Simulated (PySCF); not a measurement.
Species: para-tolunitrile, C8H7N.
Bonds: C1–C2, C2–C3 (aromatic), C3–C4 (aromatic), C4–C5 (aromatic), C5–C6, C6–N7 (triple), C5–C8 (aromatic), C8–C9 (aromatic), C2–C9 (aromatic). Hydrogens: H10, H11, H12 on C1; H13 on C3; H14 on C4; H15 on C8; H16 on C9.

The same species was optimised twice, with GFN2-xTB and with PBE0-D3(BJ)/def2-SVP (PySCF), and the same property calculations (PySCF, gas phase) were run on both structures.

```
  coordinate  GFN2-xTB  PBE0-D3(BJ)/def2-SVP  change
   C5–C6 (Å)     1.413                 1.431  +0.018
   C6≡N7 (Å)     1.147                 1.160  +0.013
   C2–C3 (Å)     1.392                 1.401  +0.009
   C2–C9 (Å)     1.392                 1.401  +0.009
   C3–C4 (Å)     1.380                 1.389  +0.009
   C8–C9 (Å)     1.380                 1.389  +0.009
   C5–C8 (Å)     1.395                 1.403  +0.008
   C4–C5 (Å)     1.395                 1.402  +0.007
   C1–C2 (Å)     1.496                 1.499  +0.003
C3–C2–C9 (°)     118.8                 118.2    -0.6
C1–C2–C9 (°)     120.6                 121.0    +0.4
C4–C5–C8 (°)     119.8                 119.5    -0.3
C2–C9–C8 (°)     121.0                 121.3    +0.3
C6–C5–C8 (°)     120.1                 120.4    +0.3
C2–C3–C4 (°)     121.0                 121.3    +0.3
C1–C2–C3 (°)     120.6                 120.8    +0.2
C3–C4–C5 (°)     119.7                 119.9    +0.2
```

Rotational constants: A = 5556, B = 998.6, C = 850.9 MHz (GFN2-xTB) against A = 5503, B = 980.2, C = 836.3 MHz (PBE0-D3(BJ)/def2-SVP). Point groups within 0.08 Å: Cs and Cs.

On the GFN2-xTB structure: HOMO (eV) -7.53 [PBE0/pcSseg-1]; LUMO (eV) -1.44 [PBE0/pcSseg-1]; dipole (D) 5.27 [PBE0/pcSseg-1]; GIAO shielding of C1 (ppm) 162.4 [PBE0/pcSseg-1]; GIAO shielding of C2 (ppm) 38.1 [PBE0/pcSseg-1]; GIAO shielding of C3/C9 (mean) (ppm) 52.1 [PBE0/pcSseg-1]; GIAO shielding of C4/C8 (mean) (ppm) 46.9 [PBE0/pcSseg-1]; GIAO shielding of C5 (ppm) 72.4 [PBE0/pcSseg-1]; GIAO shielding of C6 (ppm) 62.3 [PBE0/pcSseg-1]; GIAO shielding of N7 (ppm) -47.1 [PBE0/pcSseg-1].

**Question.** What do these properties become on the PBE0-D3(BJ)/def2-SVP structure?

**Answer.** 
```tsv
property	level	on GFN2-xTB	on PBE0-D3(BJ)/def2-SVP	change
HOMO (eV)	PBE0/pcSseg-1	-7.53	-7.53	0.00
LUMO (eV)	PBE0/pcSseg-1	-1.44	-1.50	-0.06
dipole (D)	PBE0/pcSseg-1	5.27	5.31	+0.04
energy, GFN2-xTB geometry as zero (kcal/mol)	PBE0/pcSseg-1	0.0	-0.3	-0.3
GIAO shielding of C1 (ppm)	PBE0/pcSseg-1	162.4	160.8	-1.6
GIAO shielding of C2 (ppm)	PBE0/pcSseg-1	38.1	36.2	-1.9
GIAO shielding of C3/C9 (mean) (ppm)	PBE0/pcSseg-1	52.1	49.6	-2.5
GIAO shielding of C4/C8 (mean) (ppm)	PBE0/pcSseg-1	46.9	45.1	-1.8
GIAO shielding of C5 (ppm)	PBE0/pcSseg-1	72.4	69.3	-3.1
GIAO shielding of C6 (ppm)	PBE0/pcSseg-1	62.3	60.1	-2.2
GIAO shielding of N7 (ppm)	PBE0/pcSseg-1	-47.1	-53.0	-5.9
```

The heavy atoms differ by 0.020 Å rms after alignment. Among bonds between heavy atoms C5–C6 changes most (+0.018 Å). Changes are differences of the printed values. Neither structure is proved a minimum here.
